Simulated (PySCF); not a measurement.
**Diatomic cations of P with the alkali metals**

PBE0 with double-zeta basis sets in PySCF, for the lowest determinant that a PBE0 search found; no spin–orbit coupling. De refers to high-spin ground-configuration atoms (the charge goes to the atom of lower measured ionisation energy or higher electron affinity, which is not always the lowest computed limit). A positive dipole points towards P; it is taken about the centre of mass and depends on that origin.

```
 M       basis  charged atom  state (unpaired electrons)  Re (Å)  ωe (cm⁻¹)  De (eV)  μ (D)
Li  6-31G(d,p)           Li+         quartet (σ ↑, π ↑↑)   2.701        244     0.39  -8.42
Na    def2-SVP           Na+         quartet (σ ↑, π ↑↑)   3.119        120     0.27  -6.94
 K    def2-SVP            K+         quartet (σ ↑, π ↑↑)   3.593       78.1     0.17  -6.41
Rb    def2-SVP           Rb+         quartet (σ ↑, π ↑↑)   3.743       65.1     0.15  -3.70
Cs    def2-SVP           Cs+         quartet (σ ↑, π ↑↑)   3.930       57.7     0.14  -2.47
```

Problem. By what factor does the well depth vary along the series?

Solution. At PBE0 it runs from 0.14 eV (CsP⁺) to 0.39 eV (LiP⁺), a factor of 2.79.

The rows differ in basis set, which adds steps of its own.

Down a group the atoms grow and get heavier, so bonds lengthen and wavenumbers fall; this series shows no clear exception.

Weak bonds: CsP⁺, KP⁺, LiP⁺, NaP⁺, RbP⁺. Basis-set superposition, not corrected here, can be much of De in a small basis, most of all at correlated wavefunction levels. Spin–orbit coupling is left out, which matters for elements this heavy, above all for dissociation energies. For an ion De counts to the pair picked by the measured ionisation energies or electron affinities, which need not be the lowest pair at this level. States were picked by a PBE0 search and need not be the measured ground states.
